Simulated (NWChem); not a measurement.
System: C2H5ClSi; SMILES C=C([SiH3])Cl

NWChem printed, in part:

```
             Northwest Computational Chemistry Package (NWChem) 7.3.0
             --------------------------------------------------------

 CS  symmetry detected

                             Geometry "geometry" -> ""
                             -------------------------

 Output coordinates in angstroms (scale by  1.889725989 to convert to a.u.)

  No.       Tag          Charge          X              Y              Z
 ---- ---------------- ---------- -------------- -------------- --------------
    1 C                    6.0000     1.81373656     0.22518117     0.00000000
    2 C                    6.0000     0.47535464     0.07984539     0.00000000
    3 Si                  14.0000    -0.46734267    -1.55757832     0.00000000
    4 Cl                  17.0000    -0.57640501     1.49344593     0.00000000
    5 H                    1.0000     2.45842553    -0.66788018     0.00000000
    6 H                    1.0000     2.29745690     1.21524644     0.00000000
    7 H                    1.0000    -1.33749087    -1.63685281    -1.22185600
    8 H                    1.0000     0.52623472    -2.68630439     0.00000000
    9 H                    1.0000    -1.33749087    -1.63685281     1.22185600

 Effective nuclear repulsion energy (a.u.)     193.3400144379

      Symmetry information
      --------------------

 Group name             Cs
 Group number              2
 Group order               2
 No. of unique centers     8

  pbe96 is a nonlocal functional; adding pw91lda local functional.

                                 NWChem DFT Module
                                 -----------------

 Summary of "ao basis" -> "ao basis" (spherical)
 ------------------------------------------------------------------------------
       Tag                 Description            Shells   Functions and Types
 ---------------- ------------------------------  ------  ---------------------
 C                           6-31g*                  6       14   3s2p1d
 Si                          6-31g*                  8       18   4s3p1d
 Cl                          6-31g*                  8       18   4s3p1d
 H                           6-31g*                  2        2   2s

      Symmetry analysis of basis
      --------------------------

        a'         54
        a"         20

            General Information
            -------------------
          SCF calculation type: DFT
          Wavefunction type:  closed shell.
          No. of atoms     :     9
          No. of electrons :    48
           Alpha electrons :    24
            Beta electrons :    24
          Charge           :     0
          Spin multiplicity:     1
          Use of symmetry is: on ; symmetry adaption is: on
          Maximum number of iterations: 150
          AO basis - number of functions:    74
                     number of shells:    38
          Convergence on energy requested:  1.00D-06
          Convergence on density requested:  1.00D-05
          Convergence on gradient requested:  5.00D-04

              XC Information
              --------------
          PerdewBurkeErnzerhof Exchange Functional  1.000
            Perdew 1991 LDA Correlation Functional  1.000 local
           PerdewBurkeErnz. Correlation Functional  1.000 non-local

             Grid Information
             ----------------
          Grid used for XC integration:  coarse
          Radial quadrature: Mura-Knowles
          Angular quadrature: Lebedev.
          Tag              B.-S. Rad. Rad. Pts. Rad. Cut. Ang. Pts.
          ---              ---------- --------- --------- ---------
          C                   0.70       35          10.0       302
          Si                  1.10       70          10.0       302
          Cl                  1.00       70          10.0       302
          H                   0.35       35          11.0       302
          Grid pruning is: on
          Number of quadrature shells:   350
          Spatial weights used:  Erf1

      Superposition of Atomic Density Guess
      -------------------------------------

 Sum of atomic energies:        -826.07956123

      Non-variational initial energy
      ------------------------------

 Total energy =    -827.650800
 1-e energy   =   -1523.885194
 2-e energy   =     502.894380
 HOMO         =      -0.284106
 LUMO         =       0.014860

      Symmetry analysis of molecular orbitals - initial
      -------------------------------------------------

  Numbering of irreducible representations:

     1 a'          2 a"

  Orbital symmetries:

     1 a'          2 a'          3 a'          4 a'          5 a'
     6 a'          7 a'          8 a"          9 a'         10 a'
    11 a"         12 a'         13 a'         14 a'         15 a'
    16 a'         17 a'         18 a'         19 a"         20 a'
    21 a"         22 a'         23 a'         24 a"         25 a"
    26 a'         27 a'         28 a'         29 a"         30 a'
    31 a'         32 a'         33 a'         34 a'

     ---------------------------------------------
      Total Density - Mulliken Population Analysis
     ---------------------------------------------

    Atom       Charge   Shell Charges
 -----------   ------   -------------------------------------------------------
    1 C    6     6.49   2.00  0.74  1.95  0.62  1.16  0.03
    2 C    6     6.03   2.00  0.71  1.66  0.62  1.01  0.04
    3 Si  14    13.60   2.00  2.00  5.97  0.98  1.69  0.30  0.53  0.12
    4 Cl  17    17.16   2.00  2.00  5.98  1.38  3.62  0.54  1.63  0.02
    5 H    1     0.76   0.45  0.31
    6 H    1     0.77   0.46  0.32
    7 H    1     1.06   0.47  0.59
    8 H    1     1.06   0.47  0.59
    9 H    1     1.06   0.47  0.59

   convergence    iter        energy       DeltaE   RMS-Dens  Diis-err
 ---------------- ----- ----------------- --------- --------- ---------
 d= 0,ls=0.0,diis     1   -828.3332417972 -1.02D+03  1.36D-02  4.45D-01
 d= 0,ls=0.0,diis     2   -828.2844540611  4.88D-02  1.14D-02  7.41D-01
 d= 0,ls=0.0,diis     3   -828.3593372178 -7.49D-02  4.64D-03  1.75D-01
 d= 0,ls=0.0,diis     4   -828.3782363498 -1.89D-02  2.37D-03  3.33D-02
 d= 0,ls=0.0,diis     5   -828.3834573452 -5.22D-03  4.54D-04  1.19D-03
  Resetting Diis
 d= 0,ls=0.0,diis     6   -828.3836313299 -1.74D-04  1.08D-04  4.15D-05
 d= 0,ls=0.0,diis     7   -828.3836380030 -6.67D-06  3.58D-05  1.44D-06
 d= 0,ls=0.0,diis     8   -828.3836377338  2.69D-07  2.41D-05  3.14D-06
 d= 0,ls=0.0,diis     9   -828.3836381853 -4.52D-07  6.72D-06  3.77D-07

         Total DFT energy =     -828.383638185307
      One electron energy =    -1526.647233643959
           Coulomb energy =      566.281153216416
    Exchange-Corr. energy =      -61.357572195713
 Nuclear repulsion energy =      193.340014437949

 Numeric. integr. density =       47.999924442682

                  Occupations of the irreducible representations
                  ----------------------------------------------

                     irrep           alpha         beta
                     --------     --------     --------
                     a'               19.0         19.0
                     a"                5.0          5.0

                       DFT Final Molecular Orbital Analysis
                       ------------------------------------

 Vector   22  Occ=2.000000D+00  E=-3.011909D-01  Symmetry=a"
              MO Center= -7.6D-01, -5.3D-01, -7.5D-14, r^2= 4.1D+00
   Bfn.  Coefficient  Atom+Function         Bfn.  Coefficient  Atom+Function
  ----- ------------  ---------------      ----- ------------  ---------------
    55      0.409297  4 Cl pz                37     -0.320754  3 Si pz
    70      0.218581  7 H  s                 74     -0.218581  9 H  s
    59      0.206068  4 Cl pz                69      0.197272  7 H  s
    73     -0.197272  9 H  s                 51     -0.160714  4 Cl pz
    19      0.134968  2 C  pz                33      0.131770  3 Si pz

 Vector   23  Occ=2.000000D+00  E=-2.617205D-01  Symmetry=a'
              MO Center= -3.1D-01,  8.7D-01,  1.4D-15, r^2= 2.8D+00
   Bfn.  Coefficient  Atom+Function         Bfn.  Coefficient  Atom+Function
  ----- ------------  ---------------      ----- ------------  ---------------
    53      0.459346  4 Cl px                54      0.451650  4 Cl py
    57      0.258504  4 Cl px                58      0.245642  4 Cl py
    36      0.216060  3 Si py                49     -0.179476  4 Cl px
    50     -0.175747  4 Cl py                18     -0.171895  2 C  py
     6     -0.150423  1 C  s                 17     -0.144733  2 C  px

 Vector   24  Occ=2.000000D+00  E=-2.314099D-01  Symmetry=a"
              MO Center=  5.8D-01,  5.7D-01, -5.6D-16, r^2= 2.9D+00
   Bfn.  Coefficient  Atom+Function         Bfn.  Coefficient  Atom+Function
  ----- ------------  ---------------      ----- ------------  ---------------
    55      0.458282  4 Cl pz                 5     -0.371318  1 C  pz
    19     -0.297245  2 C  pz                 9     -0.275278  1 C  pz
    59      0.274000  4 Cl pz                23     -0.185660  2 C  pz
    51     -0.177280  4 Cl pz                70     -0.107637  7 H  s
    74      0.107637  9 H  s                 41     -0.054271  3 Si pz

 Vector   25  Occ=0.000000D+00  E=-5.361916D-02  Symmetry=a"
              MO Center=  9.4D-01,  2.5D-02, -9.3D-16, r^2= 2.8D+00
   Bfn.  Coefficient  Atom+Function         Bfn.  Coefficient  Atom+Function
  ----- ------------  ---------------      ----- ------------  ---------------
     9      0.556276  1 C  pz                23     -0.501574  2 C  pz
     5      0.432957  1 C  pz                19     -0.394171  2 C  pz
    70     -0.251216  7 H  s                 74      0.251216  9 H  s
    41     -0.197230  3 Si pz                59      0.169830  4 Cl pz
    55      0.153584  4 Cl pz                37     -0.147396  3 Si pz

 Vector   26  Occ=0.000000D+00  E=-1.499749D-02  Symmetry=a'
              MO Center= -1.7D-01,  1.8D-01, -6.2D-15, r^2= 4.5D+00
   Bfn.  Coefficient  Atom+Function         Bfn.  Coefficient  Atom+Function
  ----- ------------  ---------------      ----- ------------  ---------------
    20      1.111356  2 C  s                 58      0.569500  4 Cl py
    56     -0.488443  4 Cl s                 21     -0.473532  2 C  px
    39     -0.406572  3 Si px                57     -0.402993  4 Cl px
    40     -0.386640  3 Si py                54      0.363834  4 Cl py
    22      0.305858  2 C  py                17     -0.255461  2 C  px

 Vector   27  Occ=0.000000D+00  E= 9.389353D-03  Symmetry=a'
              MO Center= -3.1D-01, -1.3D+00, -5.0D-14, r^2= 5.2D+00
   Bfn.  Coefficient  Atom+Function         Bfn.  Coefficient  Atom+Function
  ----- ------------  ---------------      ----- ------------  ---------------
    40      1.062238  3 Si py                22      0.519342  2 C  py
    72      0.517270  8 H  s                 20     -0.461987  2 C  s
    66      0.384637  5 H  s                 36      0.339579  3 Si py
    56     -0.329370  4 Cl s                 39      0.326618  3 Si px
    58      0.300574  4 Cl py                18      0.297994  2 C  py

     ---------------------------------------------
      Total Density - Mulliken Population Analysis
     ---------------------------------------------

    Atom       Charge   Shell Charges
 -----------   ------   -------------------------------------------------------
    1 C    6     6.32   2.00  0.69  2.04  0.60  0.98  0.03
    2 C    6     6.20   2.00  0.69  1.95  0.61  0.91  0.04
    3 Si  14    13.72   2.00  2.00  5.96  1.02  1.95  0.26  0.40  0.14
    4 Cl  17    17.00   2.00  2.00  5.97  1.42  3.60  0.52  1.48  0.03
    5 H    1     0.82   0.52  0.31
    6 H    1     0.82   0.51  0.31
    7 H    1     1.03   0.50  0.53
    8 H    1     1.05   0.50  0.55
    9 H    1     1.03   0.50  0.53

     -------------------------------------------
      Total Density - Lowdin Population Analysis
     -------------------------------------------

    Atom       Charge   Shell Charges
 -----------   ------   -------------------------------------------------------
    1 C    6     6.26   1.99  0.56  1.85  0.45  1.35  0.06
    2 C    6     6.25   1.99  0.57  1.78  0.45  1.38  0.09
    3 Si  14    13.79   2.00  1.98  5.88  0.71  1.75  0.39  0.89  0.19
    4 Cl  17    16.95   2.00  1.99  5.91  1.16  3.33  0.64  1.88  0.03
    5 H    1     0.84   0.48  0.36
    6 H    1     0.85   0.48  0.37
    7 H    1     1.02   0.49  0.53
    8 H    1     1.02   0.49  0.54
    9 H    1     1.02   0.49  0.53

     Multipole analysis of the density
     ---------------------------------

     L   x y z        total         alpha         beta         nuclear
     -   - - -        -----         -----         ----         -------
     0   0 0 0     -0.000000    -24.000000    -24.000000     48.000000

     1   1 0 0      0.460076      0.230038      0.230038      0.000000
     1   0 1 0     -0.337673     -0.168836     -0.168836      0.000000
     1   0 0 1      0.000000      0.000000      0.000000      0.000000

     2   2 0 0    -27.291586    -93.952458    -93.952458    160.613331
     2   1 1 0      0.473969     -3.959064     -3.959064      8.392097
     2   1 0 1     -0.000000     -0.000000     -0.000000      0.000000
     2   0 2 0    -29.207555   -169.447555   -169.447555    309.687554
     2   0 1 1     -0.000000     -0.000000     -0.000000      0.000000
     2   0 0 2    -30.460667    -20.561690    -20.561690     10.662713

            General Information
            -------------------
          SCF calculation type: DFT
          Wavefunction type:  closed shell.
          No. of atoms     :     9
          No. of electrons :    48
           Alpha electrons :    24
            Beta electrons :    24
          Charge           :     0
          Spin multiplicity:     1
          Use of symmetry is: on ; symmetry adaption is: on
          Maximum number of iterations: 150
          AO basis - number of functions:    74
                     number of shells:    38
          Convergence on energy requested:  1.00D-06
          Convergence on density requested:  1.00D-05
          Convergence on gradient requested:  5.00D-04

              XC Information
              --------------
          PerdewBurkeErnzerhof Exchange Functional  1.000
            Perdew 1991 LDA Correlation Functional  1.000 local
           PerdewBurkeErnz. Correlation Functional  1.000 non-local

[...]

                         DFT ENERGY GRADIENTS

    atom               coordinates                        gradient
                 x          y          z           x          y          z
   1 C       3.427465   0.425531   0.000000   -0.000972  -0.001116   0.000000
   2 C       0.898290   0.150886   0.000000   -0.002884   0.004402   0.000000
   3 Si     -0.883150  -2.943396   0.000000    0.000098   0.000192   0.000000
   4 Cl     -1.089248   2.822204   0.000000    0.001233  -0.003438   0.000000
   5 H       4.645751  -1.262111   0.000000    0.002311  -0.003974   0.000000
   6 H       4.341564   2.296483   0.000000    0.000961   0.004406   0.000000
   7 H      -2.527491  -3.093203  -2.308973   -0.000737   0.000217  -0.001074
   8 H       0.994439  -5.076379   0.000000    0.000728  -0.000905   0.000000
   9 H      -2.527491  -3.093203   2.308973   -0.000737   0.000217   0.001074
```

Level: PBE/6-31G* (spherical d). The geometry was optimised at PBE-D3(BJ)/def2-SVP.

**Question.** Reconstruct the input file.

**Answer.** One answer among several that fit: the input that was run:
```
start job
memory heap 200 mb stack 900 mb global 1100 mb
geometry units angstroms noautoz
  C      1.801764     0.296516     0.000000
  C      0.467818     0.114921     0.000000
  Si    -0.430106    -1.547477     0.000000
  Cl    -0.621908     1.499465     0.000000
  H      2.470446    -0.578725     0.000000
  H      2.258444     1.299341     0.000000
  H     -1.297783    -1.650331    -1.221856
  H      0.593730    -2.648830     0.000000
  H     -1.297783    -1.650331     1.221856
end
basis spherical
  * library 6-31g*
end
dft
  xc xpbe96 cpbe96
  grid coarse
  iterations 150
  mulliken
end
task dft gradient
```
